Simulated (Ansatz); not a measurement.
The cluster As₅O₆⁺. The state is a quintet with charge 1. Geometry PBE-D4/def2-SVP; atoms count from 1.

```xyz
11

As   -0.859   -1.856    1.790
As   -1.785   -0.492   -1.047
As    2.238   -0.700    1.314
As    1.346    0.614   -1.586
As   -0.681    2.239    0.455
O     0.660    2.061   -0.782
O     0.028   -0.618   -1.228
O    -1.875   -1.690    0.265
O    -1.944    1.094   -0.235
O     0.401   -0.554    1.455
O     2.472   -0.098   -0.401
```

At PBE0-D4/def2-SVP a singlet of charge 1 lies 3.87 eV below the quintet, each at its own geometry. The structure comes from a short search, and lower isomers may exist.

**Question.** Estimate the Mulliken populations from the PBE0/def2-SVP orbitals of Ansatz.

**Answer.** 
```json
{"atom": "As1", "charge (e)": "0.80", "spin (α − β)": "0.94"}
{"atom": "As2", "charge (e)": "1.17", "spin (α − β)": "0.13"}
{"atom": "As3", "charge (e)": "0.79", "spin (α − β)": "0.93"}
{"atom": "As4", "charge (e)": "1.16", "spin (α − β)": "0.09"}
{"atom": "As5", "charge (e)": "0.81", "spin (α − β)": "0.94"}
{"atom": "O6", "charge (e)": "-0.64", "spin (α − β)": "0.09"}
{"atom": "O7", "charge (e)": "-0.60", "spin (α − β)": "0.30"}
{"atom": "O8", "charge (e)": "-0.61", "spin (α − β)": "0.13"}
{"atom": "O9", "charge (e)": "-0.63", "spin (α − β)": "0.11"}
{"atom": "O10", "charge (e)": "-0.64", "spin (α − β)": "0.20"}
{"atom": "O11", "charge (e)": "-0.62", "spin (α − β)": "0.12"}
```
Mulliken values and Mayer orders depend strongly on the basis.

**Question.** Where does the spin sit?

**Answer.** Summed by element: As 3.04, O 0.96, of 4 unpaired in all. Largest on single atoms: As5 0.94, As1 0.94, As3 0.93.

**Question.** And the Mayer bond orders between bonded heavy atoms (over 0.3)?

**Answer.** As1–O8 0.83 (1.84 Å); As1–O10 0.87 (1.84 Å); As2–O7 0.86 (1.83 Å); As2–O8 0.97 (1.78 Å); As2–O9 0.94 (1.79 Å); As3–O10 0.85 (1.85 Å); As3–O11 0.85 (1.83 Å); As4–O6 0.93 (1.79 Å); As4–O7 0.81 (1.84 Å); As4–O11 0.96 (1.78 Å); As5–O6 0.84 (1.83 Å); As5–O9 0.82 (1.84 Å).
